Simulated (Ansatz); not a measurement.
Consider the homolysis of the C–Si bond: `O[Si](O)(F)CF` → `[CH2]F`• + `O[Si](O)F`•.

Program: Ansatz. Geometries: PBE0-D4/def2-TZVP. ΔE: electronic, gas phase. CBS: MP2 limit from def2 TZ/QZ plus the TZ coupled-cluster correction, frozen cores. This one scheme is used for every species. Functionals use def2-TZVPP. No spin–orbit coupling; open shells (•) take unrestricted orbitals. Each species was taken in one conformer, which may not be the lowest.

`O[Si](O)(F)CF`:

```xyz
10

O     1.057    1.428    0.546
Si    0.493   -0.052    0.206
O     0.080   -0.796    1.592
F     1.593   -0.943   -0.526
C    -0.936    0.177   -0.979
F    -1.513   -1.066   -1.241
H     1.622    1.551    1.310
H    -0.077   -1.742    1.574
H    -0.616    0.615   -1.930
H    -1.704    0.828   -0.551
```

`[CH2]F`•:

```xyz
4

C     0.115    0.018   -0.089
F    -0.088   -0.593    1.076
H     0.222    1.093   -0.031
H    -0.249   -0.518   -0.956
```

`O[Si](O)F`•:

Cartesian coordinates in Å:
```
O 1.369 0.233 0.585
Si -0.094 0.569 -0.052
O -0.724 -0.830 -0.629
F -0.962 1.137 1.158
H 1.950 -0.331 0.070
H -1.539 -0.779 -1.132
```

```csv
level,ΔE (kJ/mol),difference from CCSD(T)/CBS
r2SCAN-D4,362.5,-36.6
PBE0-D4,378.2,-20.9
ωB97X-V,398.1,-1.0
ωB97M-V,403.4,4.3
PBE,362.5,-36.6
r2SCAN,360.3,-38.8
HF/def2-TZVPP,295.5,-103.6
MP2/def2-TZVPP,397.6,-1.5
SCS-MP2/def2-TZVPP,399.2,0.1
CCSD/def2-TZVPP,385.6,-13.5
HF/def2-QZVPP,292.7,-106.4
MP2/def2-QZVPP,401.3,2.2
SCS-MP2/def2-QZVPP,404.1,5.0
HF/CBS(def2),292.4,-106.7
MP2/CBS(def2),405.7,6.6
CCSD/CBS(def2),393.7,-5.4
CCSD(T)/CBS,399.1,0
```

Largest T1 diagnostic among the species: 0.015.

The D4 term adds +13.1 kJ/mol with B3LYP and +7.1 kJ/mol with PBE0; it sums over pairs of atoms, weighted by their polarisabilities, and B3LYP, whose exchange is more repulsive, gets the larger term. From PBE to PBE0 (25 % exact exchange), in def2-TZVPP and without D4, ΔE moves by +8.6 kJ/mol.

B3LYP here is the variant with VWN-RPA as its local correlation; programs differ in this.
